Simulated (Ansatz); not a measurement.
Ga4O12H12, a hydroxylated oxide cluster. The state is a singlet with charge 0. Geometry r2SCAN-D4/def2-SVP.

```xyz
28

Ga    0.884   -0.976    0.306
Ga    1.449    1.380    1.933
Ga   -0.514    0.474   -2.338
Ga   -2.103   -1.138   -0.059
O    -0.190    2.194    1.766
O     1.152   -0.490    2.251
O     2.579    2.243    3.009
O     2.124   -2.290    0.082
O    -3.769   -1.501    0.448
O    -0.881    0.148    0.427
O    -0.716   -2.315    0.385
O     1.838    0.800    0.195
O     0.064    2.020   -1.566
O    -2.165   -0.400   -1.803
O     0.562   -0.906   -1.657
O    -0.646    0.433   -4.125
H    -0.402    2.898    2.390
H     0.505   -0.783    2.905
H     3.476    1.885    2.990
H     2.757   -2.318    0.809
H    -3.815   -2.094    1.209
H    -0.927    0.961    1.000
H    -0.486   -3.125   -0.091
H     1.414    1.346   -0.516
H    -0.419    2.248   -0.758
H    -2.718   -0.726   -2.525
H     1.337   -1.237   -2.130
H    -0.389    1.268   -4.535
```

The 6-31G sets use Cartesian d functions. B3LYP takes the VWN-RPA correlation. Single mean-field runs in def2-TZVP are fitted with def2-universal-jkfit.

(1) Estimate the orbital energies around the gap (eV) in Ansatz with HF/6-31G, PBE-D4/def2-TZVP, r2SCAN-D4/def2-TZVP, B3LYP-D4/6-31G, BHLYP-D4/def2-TZVP.

Answers

(1) 
```
orbital  HF/6-31G  PBE-D4/def2-TZVP  r2SCAN-D4/def2-TZVP  B3LYP-D4/6-31G  BHLYP-D4/def2-TZVP
 HOMO−9    -13.85             -7.58                -7.97           -8.86              -10.98
 HOMO−8    -13.74             -7.47                -7.87           -8.73              -10.85
 HOMO−7    -13.65             -7.32                -7.73           -8.67              -10.76
 HOMO−6    -13.49             -7.24                -7.64           -8.60              -10.68
 HOMO−5    -13.27             -7.15                -7.56           -8.45              -10.53
 HOMO−4    -13.18             -6.86                -7.23           -8.14              -10.25
 HOMO−3    -13.00             -6.82                -7.20           -8.13              -10.23
 HOMO−2    -12.85             -6.74                -7.10           -7.95              -10.10
 HOMO−1    -12.39             -6.70                -7.08           -7.79               -9.98
   HOMO    -12.05             -6.05                -6.41           -7.16               -9.41
   LUMO      1.77             -1.98                -1.59           -1.56               -0.29
 LUMO+1      2.56             -1.10                -0.63           -0.66                0.55
 LUMO+2      2.77             -0.69                -0.21           -0.27                0.93
 LUMO+3      3.21             -0.08                 0.51            0.48                1.48
 LUMO+4      3.63              0.13                 0.64            0.59                1.68
 LUMO+5      3.84              0.40                 1.03            0.99                1.98
```
